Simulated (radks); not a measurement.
Task: Radial electron density D(r) = 4 pi r^2 rho(r) of an atom or ion with 39 electrons. Method: scalar-relativistic Kohn-Sham, Slater X-alpha with alpha = 0.805, spin-polarised, spherical densities, finite nucleus; Fermi nuclear charge, rms radius of each element as measured or else 0.836 A^(1/3) + 0.57 fm; computed with a radial shooting solver on a logarithmic mesh with Libxc functionals.

r (bohr),D(r) (e/bohr),spin D(r)
0.001373,1.471,-0.0000572
0.001787,2.349,-0.0000912
0.002327,3.710,-0.000144
0.003055,5.857,-0.000227
0.003977,8.959,-0.000346
0.005179,13.39,-0.000517
0.006798,19.61,-0.000755
0.008852,27.30,-0.00105
0.01153,36.10,-0.00140
0.01513,44.98,-0.00179
0.0197,51.27,-0.00219
0.02565,53.15,-0.00270
0.03367,50.15,-0.00352
0.04384,45.86,-0.00451
0.05709,46.35,-0.00353
0.07494,55.02,0.00822
0.09758,64.67,0.0495
0.1271,63.30,0.146
0.1668,49.58,0.306
0.2172,41.27,0.456
0.2828,46.97,0.468
0.3712,49.30,0.254
0.4833,34.24,0.00692
0.6293,16.84,0.145
0.826,11.52,0.954
1.076,11.35,1.94
1.401,7.849,2.20
1.838,3.275,1.51
2.394,0.9156,0.630
3.117,0.1681,0.148
4.091,0.01592,0.0154
5.327,0.0006731,0.000670

What is the nuclear charge?

Result: Z = 42. The innermost maximum, from 1s, lies near gamma/Z bohr with gamma = sqrt(1 - (Z/c)^2) = 0.952, here 0.0227 bohr (found: 0.0248), and its height grows with Z. The density is that of the molybdenum ion Mo3+ in [Kr] 4d3; the configuration itself is not fixed sharply by these data, and Z only to a few units. D(r) has 4 maxima, at r = 0.0248, 0.109, 0.340, 0.969 bohr, and minima at 0.0494, 0.219, 0.846 bohr, inside which lie 2.03, 11.10, 29.40 electrons.
